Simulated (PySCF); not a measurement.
One of the candidates below gave these computed data.

All candidates are C2H12O2Si3.

| technique | computed result |
| --- | --- |
| 13C NMR | chemical shifts (computed TMS as zero) by class: 13.3 (1 C), 7.1 (1 C) ppm [GIAO PBE0/pcSseg-1] |
| 1H NMR | chemical shifts (computed TMS as zero) by class: 5.28 (6 H), 4.87 (1 H), 1.17 (3 H), 0.54 (2 H) ppm [GIAO PBE0/pcSseg-1] |
| Dipole | 0.88 D [PBE0/pcSseg-1] |
| Rotational structure | rotational constants A, B, C: 1.326, 1.221, 0.811 GHz [GFN2-xTB] |
| NMR, other nuclei | isotropic shieldings of nuclei other than C and H, by class: 293 (2 O), 381 (1 Si), 392 (2 Si) ppm [GIAO PBE0/pcSseg-1] |

Gas-phase values; electronic properties from PySCF, density fitting. Levels stand in brackets. One conformer (not necessarily the lowest) at the GFN2-xTB geometry, without solvent, vibrations or thermal averaging. NMR values are class means; diastereotopic atoms form classes of their own.

Question: Which candidate is it?
A. `CCO[Si@@H](O)[SiH2][SiH3]`
B. `COCO[SiH]([SiH3])[SiH3]`
C. `CC[SiH2]O[SiH2]O[SiH3]`
D. `CO[SiH2]OC[SiH2][SiH3]`
E. `CC[SiH](O[SiH3])O[SiH3]`

Answer: E. It is `CC[SiH](O[SiH3])O[SiH3]`. Numbering: `[CH3:1][CH2:2][SiH:3]([O:4][SiH3:5])[O:6][SiH3:7]`. Its formula, C2H12O2Si3, gives 0 degrees of unsaturation, so no ring and no π bond. 2 carbons fall into 2 classes; from least to most shielded: sp3 carbon bound to silicon [C2] (13.3 ppm), methyl carbon [C1] (7.1 ppm). Hydrogen classes from least to most shielded: 6 H on 2 oxygen-bound silicons, Si5/Si7 (5.28 ppm), 1 H on an oxygen-bound silicon, Si3 (4.87 ppm), 3 H on a methyl carbon, C1 (1.17 ppm), 2 H on an sp3 carbon bound to silicon, C2 (0.54 ppm). The other shieldings belong to: 293 ppm, siloxane oxygen [O4/O6]; 381 ppm, oxygen-bound silicon [Si3]; 392 ppm, oxygen-bound silicon [Si5/Si7]. By its constants the optimised geometry is an asymmetric top.

The others, at the same levels:
- `CCO[Si@@H](O)[SiH2][SiH3]` fails: its computed 13C shifts are 62.9 (1 C), 22.1 (1 C) ppm, 1H shifts are 5.82 (1 H), 4.19 (1 H), 4.16 (1 H), 3.53 (3 H), 3.43 (1 H), 3.13 (1 H), 1.70 (1 H), 1.29 (3 H) ppm and rotational constant A is 2.515 GHz (against 1.326 GHz).
- `CC[SiH2]O[SiH2]O[SiH3]` fails: its computed 1H shifts are 5.21 (3 H), 5.20 (2 H), 4.98 (2 H), 1.32 (3 H), 0.91 (2 H) ppm, rotational constant A is 1.713 GHz (against 1.326 GHz) and dipole moment is 1.29 D (against 0.88 D).
- `CO[SiH2]OC[SiH2][SiH3]` fails: its computed 13C shifts are 52.7 (1 C), 50.7 (1 C) ppm, 1H shifts are 4.69 (2 H), 4.07 (2 H), 4.03 (2 H), 3.91 (3 H), 3.51 (3 H) ppm and rotational constant A is 2.008 GHz (against 1.326 GHz).
- `COCO[SiH]([SiH3])[SiH3]` fails: its computed 13C shifts are 95.7 (1 C), 57.4 (1 C) ppm, 1H shifts are 5.59 (1 H), 4.83 (2 H), 3.52 (6 H), 3.49 (3 H) ppm and rotational constant A is 1.818 GHz (against 1.326 GHz).

Each candidate is one conformer, not necessarily the lowest. Dipoles, sizes and rotational constants follow the conformer. The torsions of the flexible species, by atom-mapped SMILES:
- `[CH3:1][CH2:2][SiH:3]([O:4][SiH3:5])[O:6][SiH3:7]`: C1–C2–Si3–O4 -63°, C2–Si3–O4–Si5 111°, C2–Si3–O6–Si7 -106°
- `[CH3:1][CH2:2][O:3][Si@@H:4]([OH:5])[SiH2:6][SiH3:7]`: C1–C2–O3–Si4 -56°, C2–O3–Si4–O5 -164°, O3–Si4–Si6–Si7 -161°, H–O5–Si4–O3 -36°
- `[CH3:1][CH2:2][SiH2:3][O:4][SiH2:5][O:6][SiH3:7]`: C1–C2–Si3–O4 49°, C2–Si3–O4–Si5 23°, Si3–O4–Si5–O6 21°, O4–Si5–O6–Si7 -2°
- `[CH3:1][O:2][SiH2:3][O:4][CH2:5][SiH2:6][SiH3:7]`: C1–O2–Si3–O4 54°, O2–Si3–O4–C5 -179°, Si3–O4–C5–Si6 121°, O4–C5–Si6–Si7 -54°
- `[CH3:1][O:2][CH2:3][O:4][SiH:5]([SiH3:6])[SiH3:7]`: C1–O2–C3–O4 -73°, O2–C3–O4–Si5 -62°, C3–O4–Si5–Si6 43°
